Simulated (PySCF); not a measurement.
A species of formula CH4BrFGe has this rotational fingerprint, computed with PBE0-D3(BJ)/def2-SVP geometry optimisation, gas phase in PySCF:

```
Rotational constants : A = 8094, B = 1130, C = 1011 MHz
Dipole components    : |μa| = 0.51 D, |μb| = 0.12 D, |μc| = 0.09 D
Inertial defect      : -9.80 u·Å²
κ                    : -0.97
```

**Question.** Which structure is it? (One computed conformer of each.)
A. `F[C@@H]([GeH3])Br`
B. `[F:1][CH2:2][GeH2:3][Br:4]` with F1–C2–Ge3–Br4 -177°

**Answer.** B. It is F[CH2][GeH2][Br], a near-prolate asymmetric top. The candidates at the same level (rigid rotor, commonest isotopes):

```
           SMILES  A (MHz)  B (MHz)  C (MHz)  μa (D)  μb (D)  μc (D)  Δ (u·Å²)  point group                        rotor
F[C@@H]([GeH3])Br     4901     1216     1008    1.33    0.53    1.00    -17.53           C1               asymmetric top
 F[CH2][GeH2][Br]     8094     1130     1011    0.51    0.12    0.09     -9.80      near Cs  near-prolate asymmetric top
```

`F[C@@H]([GeH3])Br` has A 39 % too low. No structure here is proved a minimum.
